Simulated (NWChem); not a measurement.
System: C2H4BNO; SMILES CBN=C=O

```xyz
9

B     -0.5681    -1.1522     0.0002
H     -1.7618    -1.2683    -0.0012
C      0.3649    -2.4099     0.0001
H      0.1302    -3.0470     0.8654
H      1.4354    -2.1840     0.0100
H      0.1447    -3.0330    -0.8794
N     -0.0447     0.1691     0.0006
C      0.0018     1.3716     0.0001
O      0.1257     2.5424    -0.0002
```
Atoms are numbered in this order, from 1.

All runs: NWChem. Pople sets run with spherical d functions. The geometry was optimised at B3LYP/6-31G* (spherical d). Total energies compare along this basis series because the functional is fixed.

```
level           basis functions  energy (Ha)  highest occupied level (eV)  orbital gap (eV)  dipole (D)  relative time
--------------  ---------------  -----------  ---------------------------  ----------------  ----------  -------------
PBE/STO-3G                   29    -230.1667                        -4.26              4.43        0.53              1
PBE/3-21G                    53    -231.9165                        -6.45              4.39        1.35              1
PBE/6-31G*                   78    -233.1961                        -6.55              4.42        1.62              3
PBE/6-31+G*                  98    -233.2074                        -6.86              4.42        1.84              6
PBE/6-311G**                114    -233.2667                        -6.77              4.41        1.57              5
PBE/6-311++G**              138    -233.2712                        -6.90              4.40        1.82             10
```

The last column is a rough cost ratio, cheapest run = 1.
